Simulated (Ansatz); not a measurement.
Several settings on one geometry of GaH2(CN) (CH₂GaN) (that of the charge 0 singlet, PBE-D4/def2-TZVP). Ansatz on 4 threads of Arm Neoverse V1 on a shared host; times are rough.

```xyz
5

Ga    0.371    0.643    0.009
H     1.928    0.532    0.057
H    -0.501    1.938   -0.024
C    -0.608   -1.050   -0.014
N    -1.190   -2.062   -0.027
```

Totals from different functionals, basis sets or treatments of relativity can't be compared as stabilities.

DK, ANO-RCC and x2c sets are all-electron and run with scalar relativity unless a key says otherwise. The 6-31G sets use Cartesian d functions. HSE06 is defined as in plane-wave codes, on full-range PBE exchange.

The spins typed aren't always the lowest for that charge.

Task: Give the basis size and estimate the energy, ⟨S²⟩, dipole and time of these runs.

```json
{"run": "1", "method": "ROKS ωB97X/cc-pVDZ", "charge": "0", "state": "triplet", "further keys": "scf: {omitted_lower_state_checks: [starts]}"}
{"run": "2", "method": "RKS r2SCANh-D3(BJ)-ATM/cc-pVTZ-DK", "charge": "0", "state": "singlet", "further keys": "scf: {lower_state_search: full}; forces asked"}
{"run": "3", "method": "RKS HSE06/cc-pVTZ", "charge": "0", "state": "singlet", "further keys": "scf: {lower_state_search: off}"}
{"run": "4", "method": "RKS BHLYP-D3(BJ)/6-31G", "charge": "0", "state": "singlet", "further keys": "accuracy: high; scf: {lower_state_search: light}; forces asked"}
```

Result: 
```tsv
run	functions	energy (Eh)	⟨S²⟩	dipole (D)	wall time
1	65	-2018.6716	–	–	3.5 s
2	131	-2037.8856	–	3.78	2.4 s
3	131	-2018.5758	–	–	0.85 s
4	51	-2018.4323	–	3.84	1.6 s
```
